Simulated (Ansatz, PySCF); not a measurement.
Reaction R1 + 2 R2 → P1 + P2, each structure at its B3LYP-D3(BJ)/def2-TZVP stationary point, reached from a drawn start (curvature not checked).
P1: H3InO3 (SMILES [OH][In]([OH])[OH]), charge 0, multiplicity 1.
R1: HInO (SMILES [OH][In]), charge 0, multiplicity 1.
P2, H2 (SMILES [H][H]) (charge 0, multiplicity 1):
| atom | x (Å) | y (Å) | z (Å) |
|---|---|---|---|
| H | 0.0000 | 0.0000 | 0.3720 |
| H | 0.0000 | 0.0000 | -0.3720 |
R2, H2O (SMILES O) (charge 0, multiplicity 1):
| atom | x (Å) | y (Å) | z (Å) |
|---|---|---|---|
| O | 0.0000 | 0.0000 | 0.3896 |
| H | 0.0000 | 0.7650 | -0.1949 |
| H | 0.0000 | -0.7650 | -0.1949 |

P less R. No zero-point or thermal terms; no spin–orbit coupling. One arrangement of each flexible species, with no search for the lowest.

Cores are frozen in the correlated methods. In cc and def2 sets filled d and f shells under p-block atoms count as core. CBS(a, b) extrapolates the correlation energy as X⁻³ and adds the Hartree–Fock energy of set b.

The values were computed with Ansatz (a first-principles code) with Gaussian orbitals; PySCF for the D3/D4 terms. All values are computed, each at the level named. Elements past Kr take the def2 small-core potentials, without spin–orbit coupling.

Q: What reaction energy does B2PLYP-D3(BJ)/def2-TZVPP give?

A: 0.38 eV

Q: Give the reaction energy at the level HF/def2-TZVPP.

A: 0.74 eV

Q: Estimate the reaction energy that CCSD(T)/CBS(def2-TZVPP, def2-QZVPP) returns for this input.

A: 0.18 eV
